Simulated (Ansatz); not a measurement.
One change: `[CH2]1O[CH2][GaH]1` becomes `[CH2]1O[CH2][AlH]1`.

Ansatz, PBE0-D4/def2-TZVP geometries, multiplicity 1. 

Scalar relativity is left out up to krypton.

```tsv
property	`[CH2]1O[CH2][GaH]1`
HOMO energy (B3LYP/def2-TZVPP) / eV	-6.88
HOMO–LUMO gap (PBE/def2-TZVPP) / eV	3.31
HOMO–LUMO gap (B3LYP/def2-TZVPP) / eV	5.12
HOMO energy (PBE/def2-TZVPP) / eV	-5.57
LUMO energy (PBE/def2-TZVPP) / eV	-2.26
size of the dipole moment (PBE/def2-TZVPP) / D	1.62
```

Task: Give the same properties after the change, and the shifts. (Estimate.)

Result: Ansatz gave: 
```
                                      property  `[CH2]1O[CH2][AlH]1`  shift
           HOMO energy (B3LYP/def2-TZVPP) / eV                 -6.83   0.05
           HOMO–LUMO gap (PBE/def2-TZVPP) / eV                  3.42   0.11
         HOMO–LUMO gap (B3LYP/def2-TZVPP) / eV                  5.25   0.13
             HOMO energy (PBE/def2-TZVPP) / eV                 -5.54   0.03
             LUMO energy (PBE/def2-TZVPP) / eV                 -2.11   0.15
size of the dipole moment (PBE/def2-TZVPP) / D                  1.58  -0.04
```

Dipoles are sizes alone; their direction can turn.

B3LYP here is the variant with VWN-RPA as its local correlation; programs differ in this.
